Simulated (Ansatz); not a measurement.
Process, species as SMILES: C=CCC[CH]CC -> [CH]1CCCCCC1
Structures are relaxed separately at B3LYP-D3(BJ)/def2-TZVP in Ansatz (a program for electronic structure), one conformer each, not searched for the lowest. Frequencies are from Ansatz.

Quantity: isomerisation energy (enthalpy at 298 K, with B3LYP-D3(BJ) rigid-rotor harmonic-oscillator terms), in kcal/mol. Cores are frozen in the correlated levels unless marked. UHF or UKS for open shells. Spin-orbit coupling is left out. Non-relativistic. CBS(X,Y): correlation extrapolated as X^-3; Hartree-Fock from the larger set. [CCSD(T)-MP2]/basis is that difference in the basis named.

```
level     program  isomerisation energy (kcal/mol)
--------  -------  -------------------------------
HF/6-31G   Ansatz                             -9.4
```

### Question
What does RI-MP2/CBS(cc-pVTZ,cc-pVQZ)+[CCSD(T)-MP2]/cc-pVTZ (Ansatz) give?

### Answer
-14.6 kcal/mol, so HF/6-31G differs from it by 5.2 kcal/mol.
